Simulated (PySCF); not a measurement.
Correlation energy of Co (cobalt, neutral)

[Ar] 3d8 4s1, high-spin 4F determinant (an excited configuration). Calculation: PySCF 2.14, in ANO-RCC-VTZP; the spin-free X2C one-electron Hamiltonian (Gaussian nucleus). Frozen: [Ar]; 9 electrons correlated.

MP2 pair energies summed by pair of shells (mhartree):

| pair | energy | share (%) |
| --- | --- | --- |
| 3d-3d | -280.85 | 93.7 |
| 3d-4s | -18.91 | 6.3 |

Total MP2 correlation energy: -299.76 mhartree.

Same-spin part -117.45 and opposite-spin part -182.31 mhartree; SCS-MP2 scales them by 1/3 and 6/5 to -257.92 mhartree.
